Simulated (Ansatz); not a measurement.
Program: Ansatz 0.2.0.

A structure relaxed at PBE0-D4/def2-TZVP, charge 0, multiplicity 1:

| atom | x (Å) | y (Å) | z (Å) |
| --- | --- | --- | --- |
| F1 | -0.317 | -0.479 | -2.387 |
| In2 | -0.197 | -0.269 | -0.467 |
| S3 | 1.128 | 1.485 | 0.369 |
| Br4 | -1.460 | -1.894 | 0.841 |
| H5 | 0.847 | 1.156 | 1.643 |

(1) Give its formula and SMILES.

(2) Point group (tolerance 0.08 Å, 0.16 Å for H)?

(3) Summarise the bond lengths by kind.

## Answers

(1) BrFHInS, `[F][In]([SH])[Br]`.

(2) Cs.

(3) 1 × F–In 1.935 Å; 1 × In–S 2.351 Å; 1 × Br–In 2.439 Å; 1 × H–S 1.345 Å.
